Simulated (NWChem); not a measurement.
System: CH$_{2}$NO, doublet; SMILES [NH]C=O

```xyz
5

N      0.1749    -1.1218     0.0000
C     -0.4597     0.0292     0.0000
O      0.2354     1.0866     0.0000
H      1.2087    -1.0887     0.0000
H     -1.5722     0.0579     0.0000
```
Atoms are numbered in this order, from 1.

This is a stationary point of PBE-D3(BJ)/def2-SVP, spin-unrestricted (NWChem), point group Cs. 

Is it a minimum? If not, what does it relax to?

No. It has an imaginary frequency of 614i cm⁻¹. Following that mode (on a finer grid) lowers the energy by 0.7 kcal/mol and ends, with real frequencies alone, at point group C1:
```xyz
5

N      0.1862    -1.1364    -0.0264
C     -0.4472     0.0356     0.0288
O      0.2369     1.0876    -0.0144
H      1.1755    -1.0713     0.2778
H     -1.5611     0.0510    -0.0381
```
